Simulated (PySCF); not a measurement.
## Os⁺ (osmium, charge +1) across methods

[Xe] 4f14 5d6 6s1, high-spin 6D determinant. Calculation: PySCF 2.14, in aug-cc-pVDZ-PP with ECP60MDF (5s5p4d2f, 54 functions); scalar relativity through the core potential.

| method | E (hartree) | mean ε 5d α (eV) | mean ε 6s α (eV) | mean ε 5d β (eV) | Σ⟨r²⟩ (bohr²) | ⟨S²⟩ |
| --- | --- | --- | --- | --- | --- | --- |
| M06-L | -90.5148 | -15.418 | -13.321 | -12.648 | 42.11 | 8.752 |
| LDA | -90.2913 | -15.502 | -14.095 | -12.640 | 42.88 | 8.751 |
| MN15 | -90.3351 | -17.466 | -15.476 | -14.919 | 42.59 | 8.752 |
| r2SCAN | -90.5270 | -15.866 | -14.158 | -12.576 | 42.36 | 8.752 |
| r2SCANh | -90.5084 | -16.455 | -14.456 | -13.118 | 42.33 | 8.752 |
| PBE | -90.5070 | -15.407 | -13.828 | -12.565 | 42.67 | 8.751 |
| UHF | -89.82584 | -21.072 | -16.289 | -16.889 | 42.61 | 8.754 |
| PBE0 | -90.4748 | -16.993 | -14.598 | -13.909 | 42.47 | 8.751 |
| LC-wPBE | -90.4962 | -19.636 | -16.787 | -16.695 | 42.26 | 8.752 |

Energies and moments cover only the electrons outside the core potential. Spin-orbit coupling, absent here, splits the open shell strongly.
